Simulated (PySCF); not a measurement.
Calculation: PBE-D3(BJ)/def2-TZVP // B3LYP-D3(BJ)/def2-TZVP run with PySCF 2.14.0. All species are isolated molecules in the gas phase. One relaxed conformer stands for a flexible species; it need not be the lowest. Excitations are Tamm–Dancoff values on a coarser integration grid. The basis has no diffuse functions, so Rydberg states are missing or too high.

Reference species (SMILES): `OC1BB1` (neutral, multiplicity 1).

The HOMO comes out as -5.96 eV and the S1 oscillator strength comes out as 0.004. The HOMO–LUMO gap is 4.23 eV and the S1–T1 gap (TDA) is 1.01 eV.

Changed species: `O=BBC`.

Problem. Give the shifts of the HOMO, S1 oscillator strength, HOMO–LUMO gap and S1–T1 gap (TDA).

Solution. the HOMO drops by 2.21 eV, to -8.17 eV; the S1 oscillator strength is nearly the same; the HOMO–LUMO gap goes up by 0.22 eV, to 4.45 eV; the S1–T1 gap (TDA) decreases by 0.51 eV, to 0.50 eV.
